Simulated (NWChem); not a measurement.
C3H2ClF; SMILES FC(=C=C)Cl

```xyz
7

C      0.5872     2.4048     0.0000
C      0.1123     1.1876     0.0000
C     -0.3498    -0.0301     0.0000
F     -1.6555    -0.3333     0.0000
Cl     0.6526    -1.4562     0.0000
H      0.7941     2.9393    -0.9267
H      0.7941     2.9393     0.9267
```
Atoms are numbered in this order, from 1.

Program: NWChem. Structure relaxed at the B3LYP/6-31G* (spherical d) level. Level: PBE/def2-SVP with COSMO at NWChem's default radii, gas-phase geometry; the question gives the dielectric constant.

Task: What does the run give for dielectric constant 78.4? Quantities: electrostatic solvation energy (kcal/mol); dipole in solution (D).

Result: 
- electrostatic solvation energy (kcal/mol) = -1.7
- dipole in solution (D) = 2.34
